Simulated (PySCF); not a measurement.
From computed data to an observable: chemical shift, span and skew from a shielding tensor

Al(F)(Cl)(OH) (AlClFHO), SMILES [Cl][Al]([F])[OH]. Atoms are numbered in the order given.

```xyz
5

Al     0.0271    -0.4091     0.0000
F      1.5145    -1.1351     0.0000
Cl    -0.0805     1.6623     0.0000
O     -1.3942    -1.3076     0.0000
H     -1.4605    -2.2635     0.0000
```

Coordinates come from a PBE0-D3(BJ)/def2-SVP optimisation. Other conformers were not sampled.

GIAO shieldings from PBE0/pcSseg-2 (PySCF), non-relativistic, no solvent. The symmetric part of the tensor of F2 has the principal values 305.3, 320.1, 436.4 ppm. The same nucleus in CFCl3 has σ = 165.8 ppm at this level (PySCF, at its B3LYP-D3(BJ)/def2-TZVP geometry). Without spin–orbit terms, shifts of atoms bonded to Cl or Br come out too high.

Q: Work out the isotropic shielding, the ¹⁹F shift against CFCl3, the span and the skew.

A: 
σ(iso) = (σ11 + σ22 + σ33)/3 = 353.9 ppm. δ = σ(ref) − σ(iso) = 165.8 − (353.9) = -188.1 ppm.
Span Ω = σ33 − σ11 = 131.1 ppm. Skew κ = 3(σ(iso) − σ22)/Ω = 0.77. Tumbling in solution averages the tensor to δ; in a static solid the shielding alone would spread this spin-1/2 line over Ω.
